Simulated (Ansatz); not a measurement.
Ligand exchange: GaBr3 + CHClF2 → GaHBr2 + CBrClF2

Species: GaBr3 (gallium tribromide) `[Br][Ga]([Br])[Br]`, singlet; CHClF2 (difluorochloromethane) `FC(F)Cl`, singlet; GaHBr2 `[Br][GaH][Br]`, singlet; CBrClF2 `FC(F)(Cl)Br`, singlet. The partners trade Br for H: Ga–Br and C–H bonds give way to Ga–H and C–Br.

Shapes, held fixed at every level: PBE0-D4/def2-TZVP. Programs: Ansatz 0.2.0. The zero-point and thermal change to 298 K, harmonic and unscaled (PBE0-D4/def2-TZVP), is -14.0 kJ/mol.

```csv
level,kind,ΔH(298 K) (kJ/mol),less CCSD(T)/def2-TZVPP
HF/def2-TZVPP,Hartree–Fock,+214.5,+26.6
SPW92/def2-TZVPP,LDA,+158.1,-29.8
BHLYP-D4/def2-TZVPP,global hybrid,+198.2,+10.3
PBE0-D4/def2-TZVPP,global hybrid,+182.6,-5.3
wB97M-V/def2-TZVPP,range-separated hybrid,+178.2,-9.7
MP2/def2-SVP,perturbation theory,+195.9,+8.0
MP2/def2-TZVPP,perturbation theory,+190.9,+3.0
CCSD(T)/def2-TZVPP,coupled cluster or CI,+187.9,0.0
```

The highest level, CCSD(T)/def2-TZVPP, gives ΔH(298 K) = +187.9 kJ/mol; the levels span +158.1 to +214.5. The column of differences is taken from that level and isn't an error. No measured value is set beside it here. Relativity is left out for Br, Ga. Outer-core shells of Br, Ga are correlated in most correlated rows, in sets that cover them unevenly.
